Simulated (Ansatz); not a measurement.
Consider the redistribution: `[CH3][Al]([CH3])[N]=C=O` + `N#[C][SnH2][Cl]` → `[CH3][Al]([CH3])[C]#N` + `O=C=[N][SnH2][Cl]`.

Calculated with Ansatz (gas phase, PBE0-D4/def2-TZVP geometries, no zero-point term in ΔE). CCSD(T)/CBS adds triple-zeta CCSD(T) − MP2 to the extrapolated MP2 energy (def2 sets, frozen cores). Functionals use def2-TZVPP. def2 core potentials past Kr. For Sn outer-core shells are correlated without core-valence functions, which leaves a few kJ/mol of doubt a bond. Each species was taken in one conformer, which may not be the lowest.

```
           level  ΔE (kJ/mol)
       r2SCAN-D4         44.6
        BHLYP-D4         45.9
CCSD(T)/def2-SVP         51.4
   HF/def2-QZVPP         43.9
```

What does CCSD(T)/CBS give? (Best estimate.)

Ansatz gave: +43.2 kJ/mol. The listed levels differ from it by 1.4, 2.7, 8.2, 0.7 kJ/mol.

What do rigid-rotor, harmonic-oscillator terms from PBE0-D4/def2-TZVP frequencies (298.15 K, 1 bar) make of the CCSD(T)/CBS value? (Estimate.)

The calculation gave: ΔZPE = -0.8 kJ/mol, ΔH = +42.5 kJ/mol, ΔS = 0 J/(mol·K), ΔG = +42.5 kJ/mol. Modes under 50 cm⁻¹ make the entropy rough.

Largest T1 diagnostic among the species: 0.015.

Leaving LDA and LC-ωPBE aside and taking each functional with its dispersion term where it has one, the values, not all of them listed here, spread over 4.9 kJ/mol, from revPBE-D4 to CAM-B3LYP-D4. LDA lies +4.3 kJ/mol from PBE without D4. At CCSD(T), def2-SVP lies +8.2 kJ/mol from the extrapolated value and def2-TZVPP +3.2 kJ/mol.
